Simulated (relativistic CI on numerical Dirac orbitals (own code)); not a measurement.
## One change at a time: Lu19+

Base calculation: Dirac-Coulomb-Breit CI, KLI orbitals optimised for each configuration, QED by a radiative potential, unscaled Slater integrals.

Configurations in the expansion (outside the closed core [Ar] 3d10 4p6): 4s²4d¹⁰4f⁶, 4s²4d¹⁰4f⁵5s, 4s²4d¹⁰4f⁴5s², 4s²4d¹⁰4f⁵5p, 4s²4d¹⁰4f⁴5s5p, 4s²4d⁹4f⁷, 4s²4d¹⁰4f⁴5p², 4s²4d¹⁰4f⁵6p, 4d¹⁰4f⁸. Levels of other configurations are missing.

Variants: (1) Breit term removed; (2) non-relativistic limit. Shifts of the energy above 4s²4d¹⁰4f⁶ ⁷F0, in cm⁻¹, for the lowest level and the first level of each name with at least 55 % of one term (blank where a level changes its place among those of its configuration and J or its character, or is not in the variant):

| Level | Base | Δ(1) | Δ(2) |
| --- | --- | --- | --- |
| 4s²4d¹⁰4f⁶ ⁷F0 | 0.0 | 0.0 | 0.0 |
| 4s²4d¹⁰4f⁶ ⁷F1 | 2619.9 | +413.9 | -2619.9 |
| 4s²4d¹⁰4f⁶ ⁷F2 | 6114.9 | +869.6 | -6114.9 |
| 4s²4d¹⁰4f⁶ ⁷F3 | 9816.2 | +1300.2 | -9816.2 |
| 4s²4d¹⁰4f⁶ ⁷F4 | 13454.0 | +1703.7 | -13454.0 |
| 4s²4d¹⁰4f⁶ ⁷F5 | 16875.4 | +2083.3 | -16875.4 |
| 4s²4d¹⁰4f⁶ ⁷F6 | 19908.8 | +2434.1 | -19908.8 |
| 4s²4d¹⁰4f⁶ ⁵D1 | 40919.5 | +601.1 | +2356.0 |
| 4s²4d¹⁰4f⁶ ⁵D2 | 50138.9 | +1205.9 | -6863.4 |
| 4s²4d¹⁰4f⁶ ⁵L6 | 51497.4 | +1152.5 | -2362.6 |
| 4s²4d¹⁰4f⁶ ⁵L7 | 57184.5 | +2066.8 | -8049.6 |
| 4s²4d¹⁰4f⁶ ⁵G2 | 59057.2 | +826.8 | -7646.3 |
| 4s²4d¹⁰4f⁶ ⁵D3 | 59293.6 | +1534.2 | -16018.0 |
| 4s²4d¹⁰4f⁶ ⁵L8 | 61104.4 | +2783.6 | -11969.5 |
| 4s²4d¹⁰4f⁶ ⁵L9 | 63692.9 | +3380.5 | -14558.1 |
| 4s²4d¹⁰4f⁶ ⁵L10 | 64119.9 | +3766.5 | -14985.0 |
| 4s²4d¹⁰4f⁶ ⁵D4 | 69168.0 | +2096.0 |  |
| 4s²4d¹⁰4f⁶ ⁵H7 | 70064.5 | +2376.9 | -11024.8 |
| 4s²4d¹⁰4f⁶ ⁵F1 | 78402.0 | +1183.1 | -10794.5 |
| 4s²4d¹⁰4f⁶ ⁵I8 | 80266.9 | +2956.1 | -13118.0 |
| 4s²4d¹⁰4f⁶ ³O10 | 84105.9 | +3168.5 | -2761.9 |
| 4s²4d¹⁰4f⁶ ³P1 | 88669.1 | +1447.1 | -9098.6 |

At this charge energies of transitions that change n are usually good to better than 1 %, and those within a shell (Δn = 0) to a few per cent. Terms inside the open d or f shell come out 10 to 20 % too wide with unscaled integrals.

Ionisation energy from the two ground configurations alone: base 493.129 eV. The NIST ASD value (theoretical) is 520 eV. The gap of more than 2 % comes from missing correlation, or from a tabulated value that is itself an estimate.

LS names give the leading component of a level, which can be under half, so a name can repeat, a term be missing and a line seem to break the LS rules.
